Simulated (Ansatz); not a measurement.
Geometry optimisation, RKS B3LYP/def2-SVP (Ansatz).

Input:

```yaml
crystal:
  periodic: [false, false, false]
  atoms:
    - { symbol: O, position_ang: [0.1195, 2.1761, -0.5313] }
    - { symbol: Si, position_ang: [-0.2654, 0.8614, 0.4524] }
    - { symbol: As, position_ang: [1.496, 0.499, 1.8683] }
    - { symbol: Sn, position_ang: [-0.5279, -1.1585, -0.9879] }
    - { symbol: H, position_ang: [-0.7213, 2.2928, -1.1467] }
    - { symbol: H, position_ang: [-1.4765, 1.1334, 1.2414] }
    - { symbol: H, position_ang: [2.10663, 1.94475, 1.64685] }
    - { symbol: H, position_ang: [0.73295, 0.94954, 3.11392] }
    - { symbol: H, position_ang: [-0.9353, -2.532, 0.081] }
    - { symbol: H, position_ang: [0.8559, -1.4681, -1.8857] }
    - { symbol: H, position_ang: [-1.9564, -0.8944, -2.0505] }
basis:
  gaussian: { orbitals: def2-SVP }
hamiltonian:
  xc: b3lyp
relax:
  f_tol: 0.015
  max_steps: 40
output:
  orbitals: {}
```

Run as:

```bash
$ ansatz run input.yaml --threads 2 --pin off --max-ram 3072MiB --backend cpu --events-out ev --progress --plain --runs-dir out
```

Problem. Where does it end, and by what steps?

Solution. It converged. The force dipped under the threshold on the way, but the program's further checks kept it going. After 26 steps the energy has fallen by 0.537 eV; H8 moved furthest, 1.24 Å.

| step | energy less start (eV) | largest force component (eV/Å) | accepted |
| --- | --- | --- | --- |
| 0 | 0.0000 | 2.785 | yes |
| 1 | -0.3283 | 1.141 | yes |
| 2 | -0.4063 | 1.151 | yes |
| 3 | -0.3821 | 0.652 | no |
| 4 | -0.4562 | 0.348 | yes |
| 5 | -0.4545 | 0.281 | no |
| 6 | -0.4620 | 0.070 | yes |
| 7 | -0.4629 | 0.017 | yes |
| 8 | -0.4634 | 0.081 | yes |
| 9 | -0.4644 | 0.101 | yes |
| 10 | -0.4644 | 0.288 | no |
| 11 | -0.4670 | 0.104 | yes |
| 12 | -0.4706 | 0.193 | yes |
| 13 | -0.4723 | 0.369 | yes |
| 14 | -0.4725 | 0.721 | yes |
| 15 | -0.5090 | 0.073 | yes |
| 16 | -0.5219 | 0.133 | yes |
| 17 | -0.5158 | 0.415 | no |
| 18 | -0.5295 | 0.043 | yes |
| 19 | -0.5327 | 0.136 | yes |
| 20 | -0.5336 | 0.198 | yes |
| 21 | -0.5353 | 0.150 | yes |
| 22 | -0.5363 | 0.064 | yes |
| 23 | -0.5369 | 0.024 | yes |
| 24 | -0.5366 | 0.051 | no |
| 25 | -0.5370 | 0.010 | yes |
| 26 | -0.5370 | 0.007 | yes |

```xyz
11
Properties=species:S:1:pos:R:3
O -0.236 2.275 -0.195
Si -0.453 0.831 0.636
As 1.292 0.564 2.237
Sn -0.503 -1.183 -1.020
H -0.909 2.509 -0.847
H -1.741 0.844 1.403
H 2.366 0.901 1.203
H 1.171 2.024 2.682
H -1.073 -2.629 -0.277
H 1.061 -1.501 -1.670
H -1.546 -0.831 -2.350
```

Time of the run: 72 s on 2 threads of Intel(R) Xeon(R) 6975P-C (Granite Rapids), with other jobs on the host, peak memory 0.37 GiB.
